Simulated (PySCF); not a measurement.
Al2(mu-F)2(OH)4, H4Al2F2O4, singlet, B3LYP/def2-SVP optimised geometry.

```
12

Al     1.41     0.00     0.00
Al    -1.41     0.00     0.00
F      0.00     1.17     0.00
O      2.13     0.02     1.53
H      3.08    -0.01     1.69
O      2.29    -0.02    -1.44
H      1.98    -0.05    -2.35
F      0.00    -1.17     0.02
O     -2.33     0.02     1.42
H     -2.04     0.05     2.33
O     -2.09    -0.02    -1.55
H     -3.04     0.02    -1.74
```

Density from B3LYP/def2-TZVP (PySCF 2.14.0) at that geometry.

Minimum of the electron density along straight lines between bonded atoms, close to the bond critical point (lines longer than 1.1 times the sum of covalent radii, or with two minima, are not listed):

```json
[
 {"bond": "Al1–F3", "length / Å": "1.832", "ρ at the minimum / e bohr⁻³": "0.066", "∇²ρ there / e bohr⁻⁵": "0.48", "position (fraction from the first atom)": "0.43"},
 {"bond": "Al2–F3", "length / Å": "1.833", "ρ at the minimum / e bohr⁻³": "0.066", "∇²ρ there / e bohr⁻⁵": "0.47", "position (fraction from the first atom)": "0.43"},
 {"bond": "Al1–O4", "length / Å": "1.694", "ρ at the minimum / e bohr⁻³": "0.112", "∇²ρ there / e bohr⁻⁵": "0.78", "position (fraction from the first atom)": "0.43"},
 {"bond": "O4–H5", "length / Å": "0.960", "ρ at the minimum / e bohr⁻³": "0.355", "∇²ρ there / e bohr⁻⁵": "-2.39", "position (fraction from the first atom)": "0.80"},
 {"bond": "Al1–O6", "length / Å": "1.691", "ρ at the minimum / e bohr⁻³": "0.111", "∇²ρ there / e bohr⁻⁵": "0.80", "position (fraction from the first atom)": "0.43"},
 {"bond": "O6–H7", "length / Å": "0.959", "ρ at the minimum / e bohr⁻³": "0.355", "∇²ρ there / e bohr⁻⁵": "-2.40", "position (fraction from the first atom)": "0.81"},
 {"bond": "Al1–F8", "length / Å": "1.832", "ρ at the minimum / e bohr⁻³": "0.066", "∇²ρ there / e bohr⁻⁵": "0.47", "position (fraction from the first atom)": "0.43"},
 {"bond": "Al2–F8", "length / Å": "1.831", "ρ at the minimum / e bohr⁻³": "0.066", "∇²ρ there / e bohr⁻⁵": "0.47", "position (fraction from the first atom)": "0.43"},
 {"bond": "Al2–O9", "length / Å": "1.690", "ρ at the minimum / e bohr⁻³": "0.111", "∇²ρ there / e bohr⁻⁵": "0.80", "position (fraction from the first atom)": "0.43"},
 {"bond": "O9–H10", "length / Å": "0.959", "ρ at the minimum / e bohr⁻³": "0.355", "∇²ρ there / e bohr⁻⁵": "-2.41", "position (fraction from the first atom)": "0.81"},
 {"bond": "Al2–O11", "length / Å": "1.694", "ρ at the minimum / e bohr⁻³": "0.112", "∇²ρ there / e bohr⁻⁵": "0.78", "position (fraction from the first atom)": "0.43"},
 {"bond": "O11–H12", "length / Å": "0.960", "ρ at the minimum / e bohr⁻³": "0.355", "∇²ρ there / e bohr⁻⁵": "-2.39", "position (fraction from the first atom)": "0.80"}
]
```
